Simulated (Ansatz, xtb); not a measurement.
## Two structures of H7NSiSn

We compare X, a singlet given by its coordinates, with Y, `N[SiH2][SnH3]`, a singlet. Both are isolated molecules in the gas phase, relaxed with B3LYP-D3(BJ)/def2-SVP; the shapes shown needn't be the lowest conformers.

X (Å):

```xyz
10

N     0.2184    0.1455    1.6256
Si    1.6785    0.5127    0.6393
Sn   -1.8526    0.2730    0.3055
H    -1.4574   -1.4262   -0.1296
H     0.1068    0.7638    2.4314
H     2.9018    0.3742    1.4884
H    -0.7748    0.8799   -1.0010
H     1.5543    1.9183    0.1878
H     0.2069   -0.8127    1.9818
H     1.7234   -0.4671   -0.4684
```

Close contacts (Å): N1–Si2 1.80, N1–Sn3 2.46, N1–H5 1.02, N1–H9 1.02, Si2–H6 1.50, Si2–H8 1.48, Si2–H10 1.48, Sn3–H4 1.80, Sn3–H7 1.80.

Y (Å):

```xyz
10

N    -1.1194    2.0730   -0.3693
Si   -1.2563    0.7500    0.7569
Sn    0.8075    0.4584    2.3164
H    -0.4357    2.0007   -1.1183
H    -1.1299    3.0218   -0.0039
H    -1.4380   -0.5054   -0.0284
H    -2.4604    0.9892    1.6046
H     2.2402    0.2002    1.3869
H     1.0805    1.8937    3.2376
H     0.6821   -0.8493    3.4346
```

Energies in hartree; the thermal terms are from B3LYP-D3(BJ)/def2-SVP harmonic frequencies (ideal gas, rigid rotor, one conformer each, 298.15 K, 1 atm) and include the zero-point energy:

```
                               X           Y
E, CCSD(T)/def2-TZVP  −561.561534  −561.565997
   zero-point energy     0.064819     0.062459
        H(298 K) − E     0.072444     0.070703
        G(298 K) − E     0.033126     0.030371
```

Work out ΔE, ΔE₀, ΔH and ΔG for X → Y in kJ/mol (1 Eh = 2625.50 kJ/mol) and the equilibrium ratio [Y]/[X].

1. ΔE = −561.565997 − (−561.561534) = −0.004463 Eh = −11.72 kJ/mol.
2. ΔE₀ = ΔE + ΔZPE = −0.004463 + (−0.002360) Eh = −17.91 kJ/mol.
3. ΔH = ΔE + (−0.001741) Eh = −16.29 kJ/mol.
4. ΔG = ΔE + (−0.002755) Eh = −18.95 kJ/mol, so ΔS = (ΔH − ΔG)/T = +8.9 J/(mol K).
5. kT = 0.9442 mEh, so K = [Y]/[X] = exp(−ΔG/kT) = exp(+7.64) ≈ 2.1 × 10^3.

Structure Y is favoured at this temperature. An error of 4 kJ/mol in ΔG would change K by a factor of 5. r2SCAN-D4/def2-SVP found them nearly level. GFN2-xTB, B3LYP-D3(BJ)/def2-SVP gave ΔE the other sign. Mirror images and further conformers aren't counted.

Other levels gave ΔE = +79.3 (GFN2-xTB); −180.8 (HF/STO-3G, GFN2-xTB geometries); +0.1 (r2SCAN-D4/def2-SVP, GFN2-xTB geometries); +14.9 (B3LYP-D3(BJ)/def2-SVP); −13.0 (HF/def2-TZVP); −8.6 (MP2/def2-TZVP) kJ/mol. The correlated steps freeze 10 core orbitals; the filled d shell of Sn is correlated, in a basis made for valence electrons. Atoms past krypton carry core potentials in the def2 sets, without spin–orbit terms. Programs: Ansatz 0.2.0, xtb 6.7.1.
